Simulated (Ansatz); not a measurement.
CH7FSiSn can be A, `FC[SiH2][SnH3]`, or B, `[CH3][SnH2][SiH2]F`.

Program: Ansatz. Geometries: PBE0-D4/def2-TZVP. ΔE: electronic, gas phase. CCSD(T)/CBS adds triple-zeta CCSD(T) − MP2 to the extrapolated MP2 energy (def2 sets, frozen cores). DFT in def2-TZVPP. def2 core potentials past Kr. For Sn outer-core shells are correlated without core-valence functions, which leaves a few kJ/mol of doubt a bond. Each species was taken in one conformer, which may not be the lowest.

Problem. Which is lower in electronic energy at CCSD(T)/CBS, and by how much? (Best estimate.)

Solution. Computed: B, by 53.3 kcal/mol.

Problem. Give E(B) − E(A) in kcal/mol with PBE0-D4, HF/def2-TZVPP, B2PLYP, r2SCAN-D4, MP2/def2-TZVPP, PBE-D4, CCSD/def2-TZVPP. (Estimate.)

Solution. The calculation gave: PBE0-D4 -48.6, HF/def2-TZVPP -51.6, B2PLYP -51.9, r2SCAN-D4 -50.2, MP2/def2-TZVPP -55.0, PBE-D4 -47.3, CCSD/def2-TZVPP -51.8. None reverses the order clearly.

Largest T1 diagnostic: 0.013.

From PBE to PBE0 (25 % exact exchange), in def2-TZVPP and without D4, E(B) − E(A) moves by −1.3 kcal/mol.
